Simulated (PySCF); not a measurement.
Predicted microwave data (PySCF, PBE0-D3(BJ)/def2-SVP geometry optimisation, gas phase) for one isomer of C3H12N2Si:

| Property | Result |
| --- | --- |
| Rotational constants | A = 3678, B = 1997, C = 1468 MHz |
| Dipole components | \|μa\| = 0.48 D, \|μb\| = 0.05 D, \|μc\| = 0.20 D |
| Inertial defect | -46.18 u·Å² |
| κ | -0.52 |

Task: Which structure is it? (One computed conformer of each.)
A. `[CH3:1][CH:2]([CH3:3])[NH:4][SiH2:5][NH2:6]` with C1–C2–N4–Si5 70°, C2–N4–Si5–N6 -156°, N4–Si5–N6–H -154° and 60°
B. `[CH3:1][CH2:2][CH2:3][NH:4][SiH2:5][NH2:6]` with C1–C2–C3–N4 -179°, C2–C3–N4–Si5 94°, C3–N4–Si5–N6 57°, N4–Si5–N6–H 60° and -150°
C. `[CH3:1][CH:2]([CH3:3])[SiH:4]([NH2:5])[NH2:6]` with C1–C2–Si4–N5 65°, C2–Si4–N5–H 38° and -179°, C2–Si4–N6–H -87° and 63°
D. `[CH3:1][CH2:2][NH:3][N:4]([CH3:5])[SiH3:6]` with C1–C2–N3–N4 63°, C2–N3–N4–C5 109°

Result: D. It is CCNN(C)[SiH3], an asymmetric top, point group C1. The candidates at the same level (rigid rotor, commonest isotopes):

```json
{"SMILES": "CC(C)N[SiH2]N", "A (MHz)": "5394", "B (MHz)": "1477", "C (MHz)": "1340", "μa (D)": "0.34", "μb (D)": "0.66", "μc (D)": "0.72", "Δ (u·Å²)": "-58.86", "point group": "C1", "rotor": "near-prolate asymmetric top"}
{"SMILES": "CCNN(C)[SiH3]", "A (MHz)": "3678", "B (MHz)": "1997", "C (MHz)": "1468", "μa (D)": "0.48", "μb (D)": "0.05", "μc (D)": "0.20", "Δ (u·Å²)": "-46.18", "point group": "C1", "rotor": "asymmetric top"}
{"SMILES": "CCCN[SiH2]N", "A (MHz)": "6221", "B (MHz)": "1164", "C (MHz)": "1100", "μa (D)": "0.07", "μb (D)": "0.44", "μc (D)": "0.65", "Δ (u·Å²)": "-55.81", "point group": "C1", "rotor": "near-prolate asymmetric top"}
{"SMILES": "CC(C)[SiH](N)N", "A (MHz)": "3668", "B (MHz)": "1976", "C (MHz)": "1707", "μa (D)": "0.22", "μb (D)": "0.19", "μc (D)": "0.37", "Δ (u·Å²)": "-97.49", "point group": "C1", "rotor": "asymmetric top"}
```

`CC(C)N[SiH2]N` has A 47 % too high; `CCCN[SiH2]N` has A 69 % too high; `CC(C)[SiH](N)N` has C 16 % too high. No structure here is proved a minimum.
